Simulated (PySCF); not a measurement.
PySCF job for Ga(OH)(SeH)2 (GaH₃OSe₂), SMILES [OH][Ga]([SeH])[SeH], TDA-PBE/def2-SVPD. The structure is a stationary point at B3LYP-D3(BJ)/def2-SVP. One conformer was computed; it need not be the lowest.

```python
import numpy as np
from pyscf import gto, scf, dft, tdscf

mol = gto.M(
    atom='''
    Ga   -0.54662152    0.00396813   -0.00000000
    O    -2.33136321    0.12515180    0.00000000
    H    -2.81265325   -0.71187923    0.00000000
    Se    0.50603855   -2.09334404    0.00000000
    H     1.84695445   -1.47806102   -0.00000000
    Se    0.51475823    2.08167173    0.00000000
    H     1.85478136    1.46257242   -0.00000001
    ''',
    basis='def2-SVPD',
    charge=0,
    spin=0,
    symmetry=True,
    max_memory=1600,
    verbose=4,
)
mf = dft.RKS(mol, xc='pbe').density_fit(auxbasis='def2-universal-jkfit')
mf.grids.level = 3
mf.conv_tol = 1e-9
mf.max_cycle = 100
mf.kernel()
mf.grids = dft.Grids(mol).set(level=1).build(with_non0tab=True)  # coarser grid for the response kernel
td = tdscf.TDA(mf)
td.singlet = True
td.nstates = 10
td.conv_tol = 1e-4
td.positive_eig_threshold = 1e-6
td.kernel(x0=td.get_init_guess(mf, 15))
td.analyze()
tt = tdscf.TDA(mf)
tt.singlet = False
tt.nstates = 4
tt.conv_tol = 1e-4
tt.positive_eig_threshold = 1e-6
tt.kernel(x0=tt.get_init_guess(mf, 9))
tt.analyze(verbose=3)
```

Program output:

```
PySCF version 2.14.0

[INPUT] verbose = 4
[INPUT] num. atoms = 7
[INPUT] num. electrons = 110
[INPUT] charge = 0
[INPUT] spin (= nelec alpha-beta = 2S) = 0
[INPUT] symmetry True subgroup None
[INPUT] Mole.unit = angstrom
[INPUT] Symbol           X                Y                Z      unit          X                Y                Z       unit  Magmom
[INPUT]  1 Ga    -0.546621520000   0.003968130000   0.000000000000 AA   -1.032964966593   0.007498678927   0.000000000000 Bohr   0.0
[INPUT]  2 O     -2.331363210000   0.125151800000   0.000000000000 AA   -4.405637963787   0.236502625996   0.000000000000 Bohr   0.0
[INPUT]  3 H     -2.812653250000  -0.711879230000   0.000000000000 AA   -5.315144325868  -1.345256778466   0.000000000000 Bohr   0.0
[INPUT]  4 Se     0.506038550000  -2.093344040000   0.000000000000 AA    0.956274267972  -3.955846920091   0.000000000000 Bohr   0.0
[INPUT]  5 H      1.846954450000  -1.478061020000   0.000000000000 AA    3.490238075047  -2.793130523195   0.000000000000 Bohr   0.0
[INPUT]  6 Se     0.514758230000   2.081671730000   0.000000000000 AA    0.972752075066   3.933789450950   0.000000000000 Bohr   0.0
[INPUT]  7 H      1.854781360000   1.462572420000  -0.000000010000 AA    3.505028791348   2.763861311142  -0.000000018897 Bohr   0.0

nuclear repulsion = 846.51423304621
point group symmetry = Cs
symmetry origin: [ 4.81021180e-09  1.03075980e-09 -1.71793284e-10]
symmetry axis x: [ 1.00000000e+00 -1.57067870e-09 -2.17638867e-10]
symmetry axis y: [-1.57067870e-09 -1.00000000e+00  4.85450276e-11]
symmetry axis z: [2.17638867e-10 4.85450283e-11 1.00000000e+00]
num. orbitals of irrep A' = 116
num. orbitals of irrep A" = 51
number of shells = 65
number of NR pGTOs = 309
number of NR cGTOs = 167
basis = def2-SVPD
ecp = {}


[settings echo left out]
init E= -6801.07148504629
HOMO (A") = -0.268231406730855  LUMO (A') = -0.103590559542376  gap/eV = 4.48011
cycle= 1 E= -6802.92291753994  delta_E= -1.85  |g|= 1.13  |ddm|= 3.42
HOMO (A") = -0.126539651831023  LUMO (A') = -0.075759007268577  gap/eV = 1.38181
cycle= 2 E= -6800.49935999493  delta_E= 2.42  |g|= 3.22  |ddm|= 4.49
HOMO (A") = -0.187321246508903  LUMO (A') = -0.08235143959141  gap/eV = 2.85637
cycle= 3 E= -6803.04543020989  delta_E= -2.55  |g|= 0.608  |ddm|= 3.95
HOMO (A") = -0.224872061469553  LUMO (A') = -0.0751476996247282  gap/eV = 4.07421
cycle= 4 E= -6803.11891243747  delta_E= -0.0735  |g|= 0.273  |ddm|= 0.986
HOMO (A") = -0.232159254162545  LUMO (A') = -0.088296852794099  gap/eV = 3.91470
cycle= 5 E= -6803.13039985209  delta_E= -0.0115  |g|= 0.0897  |ddm|= 0.37
HOMO (A") = -0.227231604421162  LUMO (A') = -0.0816406826461695  gap/eV = 3.96173
cycle= 6 E= -6803.13234806774  delta_E= -0.00195  |g|= 0.0273  |ddm|= 0.14
HOMO (A") = -0.226757566392356  LUMO (A') = -0.082402910528375  gap/eV = 3.92809
cycle= 7 E= -6803.13259773447  delta_E= -0.00025  |g|= 0.0083  |ddm|= 0.0395
HOMO (A") = -0.22688698305588  LUMO (A') = -0.0823976782815889  gap/eV = 3.93175
cycle= 8 E= -6803.13261468386  delta_E= -1.69e-05  |g|= 0.00189  |ddm|= 0.0116
HOMO (A") = -0.226708382684151  LUMO (A') = -0.0823186213209968  gap/eV = 3.92905
cycle= 9 E= -6803.13261548367  delta_E= -8e-07  |g|= 0.000654  |ddm|= 0.00258
HOMO (A") = -0.226748590171532  LUMO (A') = -0.082342067943983  gap/eV = 3.92950
cycle= 10 E= -6803.13261555876  delta_E= -7.51e-08  |g|= 0.000182  |ddm|= 0.000903
HOMO (A") = -0.226744428266627  LUMO (A') = -0.0823431186067198  gap/eV = 3.92936
cycle= 11 E= -6803.13261556689  delta_E= -8.13e-09  |g|= 7.17e-05  |ddm|= 0.000362
HOMO (A") = -0.226743582700108  LUMO (A') = -0.0823399812540755  gap/eV = 3.92942
cycle= 12 E= -6803.1326155683  delta_E= -1.41e-09  |g|= 1.1e-05  |ddm|= 0.00012
HOMO (A") = -0.226742698373807  LUMO (A') = -0.0823399676826306  gap/eV = 3.92940
cycle= 13 E= -6803.13261556834  delta_E= -3.37e-11  |g|= 5.57e-06  |ddm|= 2.21e-05
HOMO (A") = -0.22674350888085  LUMO (A') = -0.0823403903883433  gap/eV = 3.92941
Extra cycle  E= -6803.13261556836  delta_E= -1.91e-11  |g|= 9.07e-06  |ddm|= 1.62e-05
converged SCF energy = -6803.13261556836
tot grids = 34680
Overwritten attributes  positive_eig_threshold  of <class 'pyscf.tdscf.rks.TDA'>


******** <class 'pyscf.tdscf.rks.TDA'> for <class 'pyscf.df.df_jk.DFSymAdaptedRKS'> ********
nstates = 10 singlet
deg_eia_thresh = 1.000e-03
wfnsym = None
conv_tol = 0.0001
eigh lindep = 1e-12
eigh level_shift = 0
eigh max_cycle = 100


Excitation energies (eV)
[4.04449273 4.42671265 4.59300401 4.93475688 4.94129673 5.4438113
 5.58983718 5.69045036 5.76389654 5.85255759]

** Singlet excitation energies and oscillator strengths **
Excited State   1:   A"      4.04449 eV    306.55 nm  f=0.0002
      55 -> 56       -0.70632
Excited State   2:   A"      4.42671 eV    280.08 nm  f=0.0212
      54 -> 56       -0.70462
Excited State   3:   A"      4.59300 eV    269.94 nm  f=0.0001
      55 -> 57        0.70363
Excited State   4:   A'      4.93476 eV    251.25 nm  f=0.0094
      53 -> 56        0.32607
      55 -> 58        0.62031
Excited State   5:   A"      4.94130 eV    250.91 nm  f=0.0053
      54 -> 57       -0.70070
Excited State   6:   A'      5.44381 eV    227.75 nm  f=0.0236
      51 -> 56       -0.25877
      53 -> 56        0.11573
      54 -> 58       -0.62889
Excited State   7:   A"      5.58984 eV    221.80 nm  f=0.0103
      52 -> 56       -0.15814
      55 -> 59        0.67056
Excited State   8:   A"      5.69045 eV    217.88 nm  f=0.0249
      52 -> 56        0.67761
      55 -> 59        0.14082
Excited State   9:   A'      5.76390 eV    215.10 nm  f=0.0978
      53 -> 56       -0.25768
      53 -> 57       -0.64125
Excited State  10:   A"      5.85256 eV    211.85 nm  f=0.0061
      55 -> 59        0.11294
      55 -> 60       -0.68463

** Transition electric dipole moments (AU) **
state          X           Y           Z        Dip. S.      Osc.
  1        -0.0000     -0.0000     -0.0390      0.0015      0.0002
  2        -0.0000     -0.0000     -0.4417      0.1951      0.0212
  3        -0.0000     -0.0000     -0.0291      0.0008      0.0001
  4        -0.0661     -0.2712     -0.0000      0.0779      0.0094
  5         0.0000      0.0000     -0.2093      0.0438      0.0053
  6         0.3419      0.2450     -0.0000      0.1769      0.0236
  7         0.0000     -0.0000      0.2740      0.0751      0.0103
  8         0.0000     -0.0000      0.4222      0.1783      0.0249
  9         0.1207     -0.8233     -0.0000      0.6924      0.0978
 10         0.0000     -0.0000      0.2071      0.0429      0.0061

** Transition velocity dipole moments (imaginary part, AU) **
state          X           Y           Z        Dip. S.      Osc.
  1        -0.0000      0.0000     -0.0012      0.0000      0.0000
  2        -0.0000      0.0000     -0.0415      0.0017      0.0071
  3        -0.0000      0.0000     -0.0062      0.0000      0.0002
  4        -0.0047      0.0011     -0.0000      0.0000      0.0001
  5        -0.0000      0.0000     -0.0507      0.0026      0.0094
  6         0.0145      0.0311     -0.0000      0.0012      0.0039
  7         0.0000      0.0000      0.0907      0.0082      0.0267
  8         0.0000      0.0000      0.0558      0.0031      0.0099
  9         0.0155     -0.1387      0.0000      0.0195      0.0613
 10         0.0000      0.0000      0.0568      0.0032      0.0100

** Transition magnetic dipole moments (imaginary part, AU) **
state          X           Y           Z
  1         0.2469     -0.0034     -0.0000
  2        -0.0171     -0.0604     -0.0000
  3        -0.2780      0.0161     -0.0000
  4         0.0000     -0.0000      0.0139
  5        -0.0931     -0.5117      0.0000
  6        -0.0000      0.0000      0.0778
  7        -0.1565      0.5629     -0.0000
  8         0.0402     -0.1609      0.0000
  9         0.0000     -0.0000     -0.0008
 10         0.0577      0.3061      0.0000


******** <class 'pyscf.tdscf.rks.TDA'> for <class 'pyscf.df.df_jk.DFSymAdaptedRKS'> ********
nstates = 4 triplet
deg_eia_thresh = 1.000e-03
wfnsym = None
conv_tol = 0.0001
eigh lindep = 1e-12
eigh level_shift = 0
eigh max_cycle = 100


Excitation energies (eV)
[3.7767179  4.10507297 4.39612333 4.47652941]

** Triplet excitation energies and oscillator strengths **
Excited State   1:   A"      3.77672 eV    328.29 nm  f=0.0000
Excited State   2:   A"      4.10507 eV    302.03 nm  f=0.0000
Excited State   3:   A"      4.39612 eV    282.03 nm  f=0.0000
Excited State   4:   A'      4.47653 eV    276.97 nm  f=0.0000
```

The calculation finished and met its thresholds.

Cost: around 100 core-seconds (rough).
